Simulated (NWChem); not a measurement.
System: C2HCl2F; SMILES FC=C(Cl)Cl

The following NWChem deck was run.

```
start job
memory heap 200 mb stack 900 mb global 1100 mb
geometry units angstroms noautoz
  F      0.881831     2.125801     0.000000
  C      1.124483     0.812526     0.000000
  C      0.137774    -0.085350     0.000000
  Cl    -1.530144     0.373117     0.000000
  Cl     0.492660    -1.786456     0.000000
  H      2.176177     0.550129     0.000000
end
basis spherical
  * library def2-svp
end
dft
  xc xpbe96 cpbe96
  iterations 150
  mulliken
end
task dft energy
```

Excerpt of the output:

```
             Northwest Computational Chemistry Package (NWChem) 7.3.0
             --------------------------------------------------------

 CS  symmetry detected

                             Geometry "geometry" -> ""
                             -------------------------

 Output coordinates in angstroms (scale by  1.889725989 to convert to a.u.)

  No.       Tag          Charge          X              Y              Z
 ---- ---------------- ---------- -------------- -------------- --------------
    1 F                    9.0000     0.95722630     2.09222794     0.00000000
    2 C                    6.0000     1.15223855     0.77103853     0.00000000
    3 C                    6.0000     0.13371220    -0.09057624     0.00000000
    4 Cl                  17.0000    -1.51653958     0.42789414     0.00000000
    5 Cl                  17.0000     0.42686315    -1.80340087     0.00000000
    6 H                    1.0000     2.19375807     0.47078937     0.00000000

 Effective nuclear repulsion energy (a.u.)     262.1635274793

      Symmetry information
      --------------------

 Group name             Cs
 Group number              2
 Group order               2
 No. of unique centers     6

  pbe96 is a nonlocal functional; adding pw91lda local functional.

                                 NWChem DFT Module
                                 -----------------

 Summary of "ao basis" -> "ao basis" (spherical)
 ------------------------------------------------------------------------------
       Tag                 Description            Shells   Functions and Types
 ---------------- ------------------------------  ------  ---------------------
 F                          def2-svp                 6       14   3s2p1d
 C                          def2-svp                 6       14   3s2p1d
 Cl                         def2-svp                 8       18   4s3p1d
 H                          def2-svp                 3        5   2s1p

      Symmetry analysis of basis
      --------------------------

        a'         60
        a"         23

            General Information
            -------------------
          SCF calculation type: DFT
          Wavefunction type:  closed shell.
          No. of atoms     :     6
          No. of electrons :    56
           Alpha electrons :    28
            Beta electrons :    28
          Charge           :     0
          Spin multiplicity:     1
          Use of symmetry is: on ; symmetry adaption is: on
          Maximum number of iterations: 150
          AO basis - number of functions:    83
                     number of shells:    37
          Convergence on energy requested:  1.00D-06
          Convergence on density requested:  1.00D-05
          Convergence on gradient requested:  5.00D-04

              XC Information
              --------------
          PerdewBurkeErnzerhof Exchange Functional  1.000
            Perdew 1991 LDA Correlation Functional  1.000 local
           PerdewBurkeErnz. Correlation Functional  1.000 non-local

             Grid Information
             ----------------
          Grid used for XC integration:  medium
          Radial quadrature: Mura-Knowles
          Angular quadrature: Lebedev.
          Tag              B.-S. Rad. Rad. Pts. Rad. Cut. Ang. Pts.
          ---              ---------- --------- --------- ---------
          F                   0.50       49          10.0       434
          C                   0.70       49           8.0       434
          Cl                  1.00       88          10.0       590
          H                   0.35       45          10.0       434
          Grid pruning is: on
          Number of quadrature shells:   368
          Spatial weights used:  Erf1

      Superposition of Atomic Density Guess
      -------------------------------------

 Sum of atomic energies:       -1093.68844983

      Non-variational initial energy
      ------------------------------

 Total energy =   -1095.383588
 1-e energy   =   -2032.885463
 2-e energy   =     675.338348
 HOMO         =      -0.230261
 LUMO         =       0.078896

      Symmetry analysis of molecular orbitals - initial
      -------------------------------------------------

  Numbering of irreducible representations:

     1 a'          2 a"

  Orbital symmetries:

     1 a'          2 a'          3 a'          4 a'          5 a'
     6 a'          7 a'          8 a'          9 a'         10 a'
    11 a"         12 a'         13 a"         14 a'         15 a'
    16 a'         17 a'         18 a'         19 a'         20 a"
    21 a'         22 a'         23 a"         24 a'         25 a"
    26 a'         27 a'         28 a"         29 a"         30 a'
    31 a'         32 a'         33 a'         34 a'         35 a'
    36 a'         37 a'         38 a"

     ---------------------------------------------
      Total Density - Mulliken Population Analysis
     ---------------------------------------------

    Atom       Charge   Shell Charges
 -----------   ------   -------------------------------------------------------
    1 F    9     9.37   1.99  1.14  0.77  3.43  2.04  0.01
    2 C    6     5.65   1.99  0.92  0.24  1.76  0.69  0.06
    3 C    6     5.67   1.99  0.92  0.21  1.59  0.91  0.06
    4 Cl  17    17.18   2.00  1.99  1.22  0.71  5.94  2.11  3.18  0.02
    5 Cl  17    17.18   2.00  1.99  1.22  0.71  5.94  2.11  3.18  0.02
    6 H    1     0.94   0.68  0.23  0.02

[...]
```

Level: PBE/def2-SVP. Coordinates come from a B3LYP/6-31G* (spherical d) optimisation.
